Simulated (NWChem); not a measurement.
# C3H8N2Si; SMILES C=C1CN[Si@H]1N

```xyz
14

C      1.3816     1.9237    -0.0462
C      0.3879     1.0405     0.0345
C     -1.1024     1.2275    -0.2362
N     -1.4898    -0.1695    -0.0549
Si     0.0606    -0.7806     0.4236
N      0.7135    -2.0827    -0.4792
H      2.4161     1.6398     0.1728
H      1.2142     2.9697    -0.3334
H     -1.5679     1.9244     0.4896
H     -1.3100     1.6209    -1.2519
H     -2.4542    -0.4679    -0.0821
H      0.2779    -1.2215     1.8393
H      0.7636    -2.0934    -1.4903
H      1.2443    -2.8284    -0.0487
```
Atoms are numbered in this order, from 1.

Program: NWChem. Medium grid unless said otherwise, to which SCAN and Minnesota functionals are sensitive. The geometry was optimised at PBE0/def2-SVP. Total energies of different functionals are on different scales.

| level | energy (Ha) | highest occupied level (eV) | orbital gap (eV) | dipole (D) |
|---|---|---|---|---|
| PBE/def2-SVP | -517.4288 | -5.01 | 4.12 | 1.32 |
| B3LYP/def2-SVP | -517.8920 | -6.14 | 6.05 | 1.24 |
| M06-2X/def2-SVP | -517.7469 | -7.72 | 8.72 | 1.17 |
| CAM-B3LYP/def2-SVP | -517.7556 | -7.75 | 9.06 | 1.20 |
| TPSSh/def2-SVP | -517.9079 | … | … | 1.23 |
| PBE0/def2-SVP | -517.4844 | -6.41 | 6.47 | 1.20 |

Complete the blanks.


- TPSSh/def2-SVP, highest occupied level (eV): -5.68
- TPSSh/def2-SVP, orbital gap (eV): 5.32
